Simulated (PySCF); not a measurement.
Sn(SH)2, H2S2Sn, SMILES [SH][Sn][SH], PBE0/def2-SVP optimised geometry.

```
5

Sn    -0.54    -0.56     0.00
S      1.91    -0.56     0.00
H      1.98    -1.91     0.00
S     -0.62     1.89     0.00
H     -1.98     1.91     0.00
```

Density from PySCF 2.14.0 with PBE0/def2-TZVP, def2 effective core potentials past Kr at that geometry. The core electrons that the potentials of Sn replace are not part of the density.

Minimum of the electron density along straight lines between bonded atoms, close to the bond critical point (lines longer than 1.1 times the sum of covalent radii, or with two minima, are not listed):

```tsv
bond	length / Å	ρ at the minimum / e bohr⁻³	∇²ρ there / e bohr⁻⁵	position (fraction from the first atom)
Sn1–S2	2.450	0.079	0.10	0.47
S2–H3	1.352	0.209	-0.58	0.64
Sn1–S4	2.450	0.079	0.10	0.47
S4–H5	1.352	0.209	-0.58	0.64
```
